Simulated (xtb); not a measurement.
C7H15Te (SMILES C[C](C)[Te]C(C)(C)C), doublet, from a rough starting geometry; GFN2-xTB (xtb 6.7.1).

xtb was given this input:
```
$ xtb mol.xyz --gfn 2 --uhf 1 --opt vtight --json

# file mol.xyz
23

C      2.18506802     1.38559873    -0.07074644
C      1.90632369    -0.04016564     0.16631383
C      2.99790404    -1.00610195    -0.11600446
Te     0.38533622    -0.58869783     1.62359304
C     -1.41971727    -0.17799571     0.34103393
C     -1.06662992     0.65989910    -0.94050345
C     -1.96764959    -1.51955531    -0.14582501
C     -2.43262128     0.52193162     1.08340259
H      1.33174187     2.06959486     0.16102507
H      2.41144881     1.52552236    -1.24757715
H      3.10801364     1.80266022     0.40578283
H      3.20245462    -1.00002686    -1.15813282
H      3.91915785    -0.72855309     0.40983048
H      2.73936034    -1.93441150     0.25992248
H     -0.19110805     0.17082717    -1.49289541
H     -0.68732260     1.62441452    -0.71831319
H     -1.96089924     0.70283257    -1.65759985
H     -2.21350769    -2.09320772     0.74851726
H     -2.90914696    -1.45116750    -0.80383309
H     -1.15146620    -2.10835452    -0.71285897
H     -3.39591122     0.62698060     0.49894228
H     -2.68486855     0.03560282     2.00341153
H     -2.06743137     1.54713536     1.40875263
```

Problem. What does xtb print? Leave out banner, timings and long lists.

Solution. 
```
   ID    Z sym.   atoms
    1    6 C      1-3, 5-8
    2   52 Te     4
    3    1 H      9-23

           -------------------------------------------------
          |                Calculation Setup                |
           -------------------------------------------------

           -------------------------------------------------
          |                 G F N 2 - x T B                 |
           -------------------------------------------------

          ...................................................
          :                      SETUP                      :
          :.................................................:
          :  # basis functions                  53          :
          :  # atomic orbitals                  52          :
          :  # shells                           32          :
          :  # electrons                        49          :
          :  max. iterations                   250          :
          :  Hamiltonian                  GFN2-xTB          :
          :  restarted?                      false          :
          :  GBSA solvation                  false          :
          :  PC potential                    false          :
          :  electronic temp.          300.0000000     K    :
          :  accuracy                    1.0000000          :
          :  -> integral cutoff          0.2500000E+02      :
          :  -> integral neglect         0.1000000E-07      :
          :  -> SCF convergence          0.1000000E-05 Eh   :
          :  -> wf. convergence          0.1000000E-03 e    :
          :  Broyden damping             0.4000000          :
          :  net charge                          0          :
          :  unpaired electrons                  1          :
          ...................................................

 iter      E             dE          RMSdq      gap      omega  full diag
   1    -25.8128017 -0.258128E+02  0.504E+00    2.59       0.0  T
   2    -25.1495754  0.663226E+00  0.507E+00    3.23       1.0  T
   3    -25.3778443 -0.228269E+00  0.423E+00    1.51       1.0  T
   4    -25.9170234 -0.539179E+00  0.332E+00    2.74       1.0  T
   5    -25.9240818 -0.705836E-02  0.248E+00    2.91       1.0  T
   6    -25.9228873  0.119444E-02  0.188E+00    2.73       1.0  T
   7    -25.9233702 -0.482884E-03  0.158E+00    2.76       1.0  T
   8    -25.9247557 -0.138544E-02  0.105E+00    2.78       1.0  T
   9    -25.9262593 -0.150367E-02  0.638E-01    2.85       1.0  T
  10    -25.9265058 -0.246434E-03  0.520E-01    2.86       1.0  T
  11    -25.9269735 -0.467779E-03  0.209E-01    2.90       1.0  T
  12    -25.9270309 -0.573619E-04  0.116E-01    2.91       1.0  T
  13    -25.9270578 -0.268816E-04  0.230E-02    2.93       1.0  T
  14    -25.9270583 -0.527157E-06  0.627E-03    2.93       3.3  T
  15    -25.9270583 -0.217436E-07  0.128E-03    2.93      16.3  T
  16    -25.9270583  0.158894E-08  0.112E-03    2.93      18.6  T
  17    -25.9270583  0.105941E-08  0.123E-03    2.93      17.0  T
  18    -25.9270583 -0.408629E-08  0.127E-04    2.93     164.4  T
  19    -25.9270583 -0.630678E-10  0.472E-05    2.93     441.6  T

   *** convergence criteria satisfied after 19 iterations ***

         :::::::::::::::::::::::::::::::::::::::::::::::::::::
         ::                     SUMMARY                     ::
         :::::::::::::::::::::::::::::::::::::::::::::::::::::
         :: total energy             -25.611918918077 Eh    ::
         :: gradient norm              0.161961628408 Eh/a0 ::
         :: HOMO-LUMO gap              2.927893988313 eV    ::
         ::.................................................::
         :: SCC energy               -25.926926424184 Eh    ::
         :: -> isotropic ES            0.005268167720 Eh    ::
         :: -> anisotropic ES          0.007987775706 Eh    ::
         :: -> anisotropic XC          0.012113438365 Eh    ::
         :: -> dispersion             -0.018668605421 Eh    ::
         :: repulsion energy           0.315007506108 Eh    ::
         :: add. restraining           0.000000000000 Eh    ::
         :: total charge              -0.000000000000 e     ::
         :::::::::::::::::::::::::::::::::::::::::::::::::::::

      -----------------------------------------------------------
     |                   =====================                   |
     |                        A N C O P T                        |
     |                   =====================                   |
     |               Approximate Normal Coordinate               |
     |                Rational Function Optimizer                |
      -----------------------------------------------------------
      -----------------------------------------------------------
     |                   =====================                   |
     |                        A N C O P T                        |
     |                   =====================                   |
     |               Approximate Normal Coordinate               |
     |                Rational Function Optimizer                |
      -----------------------------------------------------------

          ...................................................
          :                      SETUP                      :
          :.................................................:
          :   optimization level         verytight          :
          :   max. optcycles                   460          :
          :   ANC micro-cycles                  20          :
          :   degrees of freedom                63          :
          :.................................................:
          :   RF solver                   davidson          :
          :   write xtbopt.log                true          :
          :   linear?                        false          :
          :   energy convergence         0.1000000E-06 Eh   :
          :   grad. convergence          0.2000000E-03 Eh/α :
[...]
 * total energy  :   -25.6458178 Eh     change       -0.2245149E-05 Eh
 * total energy  :   -25.6458192 Eh     change       -0.1400112E-05 Eh
 * total energy  :   -25.6458205 Eh     change       -0.1360718E-05 Eh
 * total energy  :   -25.6458217 Eh     change       -0.1167988E-05 Eh
 * total energy  :   -25.6458226 Eh     change       -0.8735987E-06 Eh
 * total energy  :   -25.6458230 Eh     change       -0.4869768E-06 Eh
 * total energy  :   -25.6458234 Eh     change       -0.3309880E-06 Eh
 * total energy  :   -25.6458237 Eh     change       -0.3174078E-06 Eh
 * total energy  :   -25.6458240 Eh     change       -0.3001452E-06 Eh
 * total energy  :   -25.6458242 Eh     change       -0.2109074E-06 Eh
 * total energy  :   -25.6458243 Eh     change       -0.1467307E-06 Eh
 * total energy  :   -25.6458244 Eh     change       -0.9530078E-07 Eh
   *** GEOMETRY OPTIMIZATION CONVERGED AFTER 442 ITERATIONS ***
         :: total energy             -25.645824444822 Eh    ::
[...]
        18        2.0000           -0.4520869             -12.3019
        19        2.0000           -0.4409320             -11.9984
        20        2.0000           -0.4345959             -11.8260
        21        2.0000           -0.4315116             -11.7420
        22        2.0000           -0.4061773             -11.0526
        23        2.0000           -0.3911572             -10.6439
        24        2.0000           -0.3535341              -9.6202
        25        1.0000           -0.2901681              -7.8959 (HOMO)
        26                         -0.1852934              -5.0421 (LUMO)
        27                         -0.1508904              -4.1059
        28                          0.0328001               0.8925
        29                          0.0428564               1.1662
        30                          0.0849857               2.3126
        31                          0.1001087               2.7241
        32                          0.1100344               2.9942
        33                          0.1187612               3.2317
        34                          0.1295681               3.5257
        35                          0.1482145               4.0331
        36                          0.1666746               4.5354
       ...                                ...                  ...
        52                          0.6569686              17.8770
      -------------------------------------------------------------
                  HL-Gap            0.1048748 Eh            2.8538 eV
             Fermi-level           -0.2797909 Eh           -7.6135 eV

     #   Z          covCN         q      C6AA      α(0)
     1   6 C        3.771    -0.095    22.350     6.737
     2   6 C        2.858    -0.061    29.523     8.906
     3   6 C        3.789    -0.102    22.454     6.749
     4  52 Te       1.948     0.052   417.306    37.756
     5   6 C        3.797     0.000    20.582     6.460
     6   6 C        3.784    -0.099    22.409     6.743
     7   6 C        3.792    -0.104    22.500     6.755
     8   6 C        3.820    -0.100    22.389     6.734
     9   1 H        0.925     0.035     2.512     2.479
    10   1 H        0.924     0.037     2.485     2.465
    11   1 H        0.924     0.039     2.457     2.451
    12   1 H        0.924     0.044     2.391     2.418
    13   1 H        0.924     0.036     2.497     2.471
    14   1 H        0.925     0.037     2.487     2.466
    15   1 H        0.925     0.030     2.588     2.516
    16   1 H        0.925     0.030     2.584     2.514
    17   1 H        0.924     0.029     2.598     2.521
    18   1 H        0.925     0.035     2.522     2.483
    19   1 H        0.924     0.030     2.580     2.512
    20   1 H        0.925     0.039     2.467     2.456
    21   1 H        0.924     0.031     2.570     2.507
    22   1 H        0.925     0.030     2.581     2.512
    23   1 H        0.925     0.025     2.658     2.549

 Mol. C6AA /au·bohr⁶  :       6021.727552
 Mol. C8AA /au·bohr⁸  :     218329.531495
 Mol. α(0) /au        :        124.160525

Wiberg/Mayer (AO) data.
largest (>0.10) Wiberg bond orders for each atom

 ---------------------------------------------------------------------------
     #   Z sym  total        # sym  WBO       # sym  WBO       # sym  WBO
 ---------------------------------------------------------------------------
     1   6 C    3.997 --     2 C    1.061     9 H    0.976    10 H    0.968
                            11 H    0.954
     2   6 C    3.529 --     4 Te   1.288     1 C    1.061     3 C    1.060
     3   6 C    3.996 --     2 C    1.060    14 H    0.983    12 H    0.965
                            13 H    0.958
     4  52 Te   2.273 --     2 C    1.288     5 C    0.861
     5   6 C    3.978 --     7 C    1.023     6 C    1.023     8 C    1.022
                             4 Te   0.861
     6   6 C    3.996 --     5 C    1.023    16 H    0.987    15 H    0.981
                            17 H    0.977
     7   6 C    3.996 --     5 C    1.023    18 H    0.986    20 H    0.984
                            19 H    0.975
     8   6 C    3.996 --     5 C    1.022    23 H    0.988    22 H    0.987
                            21 H    0.977
     9   1 H    0.999 --     1 C    0.976
    10   1 H    0.998 --     1 C    0.968
    11   1 H    0.997 --     1 C    0.954
    12   1 H    0.997 --     3 C    0.965
    13   1 H    0.996 --     3 C    0.958
    14   1 H    0.999 --     3 C    0.983
    15   1 H    0.999 --     6 C    0.981
    16   1 H    0.999 --     6 C    0.987
    17   1 H    0.999 --     6 C    0.977
    18   1 H    0.999 --     7 C    0.986
    19   1 H    0.999 --     7 C    0.975
    20   1 H    0.999 --     7 C    0.984
    21   1 H    0.995 --     8 C    0.977
    22   1 H    0.999 --     8 C    0.987
    23   1 H    0.999 --     8 C    0.988
 ---------------------------------------------------------------------------

Topologies differ in total number of bonds
Writing topology from bond orders to xtbtopo.mol

molecular dipole:
                 x           y           z       tot (Debye)
 q only:        0.130       0.018       0.008
   full:       -0.078      -0.114      -0.347       0.949
molecular quadrupole (traceless):
                xx          xy          yy          xz          yz          zz
 q only:        0.282      -0.033      -0.459      -0.012       0.099       0.178
  q+dip:        2.616      -0.291      -1.183      -1.137      -1.376      -1.433
   full:        4.152       0.451      -2.039      -0.459      -0.049      -2.114

optimized geometry written to: xtbopt.xyz

           -------------------------------------------------
          | TOTAL ENERGY              -25.645824444822 Eh   |
          | GRADIENT NORM               0.000032506801 Eh/α |
          | HOMO-LUMO GAP               2.853787483414 eV   |
           -------------------------------------------------
```
